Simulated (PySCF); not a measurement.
AlH, SMILES [AlH] (connectivity only; charge and spin as stated), neutral, multiplicity 1. The structure is a stationary point at B3LYP-D3(BJ)/def2-TZVPD.

TDDFT-M06-2X/def2-TZVPD run with PySCF 2.14.0 puts the lowest singlet excitations at 2.77, 2.77, 5.23, 6.32, 6.43, 6.43 eV and the lowest triplet (TDA) at 1.83 eV.

Problem. What are the lowest singlet roots from EOM-CCSD/aug-cc-pVDZ (PySCF)? (Estimate from the structure and the level; the computed values follow.)

Solution. 2.99, 2.99, 5.54, 6.12, 6.12, 6.14 eV; triplets 1.87, 1.87, 5.10 eV. S1 differs by 0.21 eV (second minus first; roots are paired by order, and the bases may differ).
